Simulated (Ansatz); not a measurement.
Cost and result for the atomization energy of C2H4AlN, SMILES `[CH]1=N[CH2][AlH]1` (8 atoms, 8 bonds).

```xyz
8

C     0.870   -0.837    0.588
N     0.708    0.406    0.856
C    -0.366    1.005    0.024
Al   -0.501   -0.779   -0.803
H     1.629   -1.390    1.144
H     0.024    1.862   -0.532
H    -1.164    1.384    0.667
H    -1.202   -1.651   -1.943
```

Total charge 0; spin multiplicity 1. Geometry: relaxed with PBE0-D4/def2-TZVP. Program: Ansatz. All runs use 2 threads of an Arm Neoverse V1 on a shared host. Times are those of one run each, without the atoms' runs, and a repeat can differ threefold. Electronic energies, without spin–orbit coupling; frozen cores. CCSD(T)/CBS adds CCSD(T) − MP2 in def2-TZVPP to the MP2 limit, and its time is that of the two runs behind it. T1 = 0.014; the RHF reference is unstable towards UHF. B3LYP takes the VWN-RPA correlation (the form of Gaussian; ORCA's B3LYP/G). HSE06 is the plane-wave form, built on full-range PBE exchange.

CCSD(T)/CBS is a level of theory with its own doubt, some kJ/mol a heavy atom from the limit and from the frozen cores, so smaller differences don't rank the functionals.

```csv
level,functions,wall time
BLYP-D4/def2-TZVPP,191,2.4 s
CCSD(T)/def2-SVP,80,2.4 s
BHLYP-D4/def2-TZVPP,191,3 s
HSE06-D4/def2-TZVPP,191,3.1 s
B3LYP-D4/def2-TZVPP (with forces),191,4.4 s
r2SCAN-D4/def2-TZVPP (with forces),191,4.9 s
B2PLYP/def2-TZVPP,191,5.5 s
ωB97X-V/def2-TZVPP,191,8 s
B97M-V/def2-TZVPP,191,9 s
ωB97M-V/def2-TZVPP (with forces),191,11 s
MP2/def2-QZVPP,361,21 s
CCSD(T)/def2-TZVPP,191,46 s
CCSD(T)/CBS(def2),–,67 s
```

Problem. What atomization energy does each give, and how far from CCSD(T)/CBS? (An estimate is asked.)

Solution. The calculation gave: 
```csv
level,atomization (kcal/mol),difference from CCSD(T)/CBS,per bond
BLYP-D4/def2-TZVPP,695.6,5.4,0.7
CCSD(T)/def2-SVP,650.9,-39.3,-4.9
BHLYP-D4/def2-TZVPP,665.7,-24.5,-3.1
HSE06-D4/def2-TZVPP,696.3,6.1,0.8
B3LYP-D4/def2-TZVPP (with forces),692.4,2.2,0.3
r2SCAN-D4/def2-TZVPP (with forces),692.5,2.3,0.3
B2PLYP/def2-TZVPP,684.8,-5.4,-0.7
ωB97X-V/def2-TZVPP,694.7,4.5,0.6
B97M-V/def2-TZVPP,696.8,6.6,0.8
ωB97M-V/def2-TZVPP (with forces),695.0,4.8,0.6
MP2/def2-QZVPP,696.1,5.9,0.7
CCSD(T)/def2-TZVPP,669.3,-20.9,-2.6
CCSD(T)/CBS(def2),690.2,0.0,0.0
```

At CCSD(T), def2-SVP lies −39.3 kcal/mol from the extrapolated value and def2-TZVPP −20.9 kcal/mol: correlation converges slowly with the basis, and small sets miss more of it in the bonded molecule than in its fragments. In def2-TZVPP, CCSD(T) changes the Hartree–Fock value by +195.9 kcal/mol (the triples alone add +14.3 kcal/mol) and MP2 by +210.2 kcal/mol; breaking electron pairs costs correlation energy, which Hartree–Fock lacks. From PBE to PBE0 (25 % exact exchange), in def2-TZVPP and without D4, the atomization energy moves by −17.8 kcal/mol: exact exchange takes away binding that semilocal exchange gives to molecules.
